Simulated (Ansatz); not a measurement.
Gas-phase electronic energies from Ansatz, PBE0-D4/def2-TZVP geometries. CBS: MP2 limit from def2 TZ/QZ plus the TZ coupled-cluster correction, frozen cores. Functionals use def2-TZVPP. B3LYP here is the variant with VWN-RPA as its local correlation; programs differ in this. One conformer a species, not always the lowest.

Reaction (substitution at a C–C bond): `CC(C)C(C)C` + `OB(O)F` → `CC(C)OB(O)F` + propane

```json
{"level": "r2SCAN-D4", "ΔE (kcal/mol)": "5.5", "difference from CCSD(T)/CBS": "-2.1"}
{"level": "ωB97X-V", "ΔE (kcal/mol)": "5.5", "difference from CCSD(T)/CBS": "-2.1"}
{"level": "B2PLYP", "ΔE (kcal/mol)": "4.7", "difference from CCSD(T)/CBS": "-2.9"}
{"level": "PBE", "ΔE (kcal/mol)": "4.4", "difference from CCSD(T)/CBS": "-3.2"}
{"level": "B3LYP", "ΔE (kcal/mol)": "2.3", "difference from CCSD(T)/CBS": "-5.3"}
{"level": "MP2/def2-TZVPP", "ΔE (kcal/mol)": "9.3", "difference from CCSD(T)/CBS": "1.7"}
{"level": "MP2/def2-QZVPP", "ΔE (kcal/mol)": "9.5", "difference from CCSD(T)/CBS": "1.9"}
{"level": "SCS-MP2/def2-QZVPP", "ΔE (kcal/mol)": "7.4", "difference from CCSD(T)/CBS": "-0.2"}
{"level": "HF/CBS(def2)", "ΔE (kcal/mol)": "1.2", "difference from CCSD(T)/CBS": "-6.4"}
{"level": "MP2/CBS(def2)", "ΔE (kcal/mol)": "9.6", "difference from CCSD(T)/CBS": "2.0"}
{"level": "CCSD(T)/CBS", "ΔE (kcal/mol)": "7.6", "difference from CCSD(T)/CBS": "0"}
```

Largest T1 diagnostic among the species: 0.012.

In def2-TZVPP, CCSD(T) changes the Hartree–Fock value by +6.1 kcal/mol (the triples alone add +0.6 kcal/mol) and MP2 by +8.1 kcal/mol. From PBE to PBE0 (25 % exact exchange), in def2-TZVPP and without D4, ΔE moves by +0.8 kcal/mol.
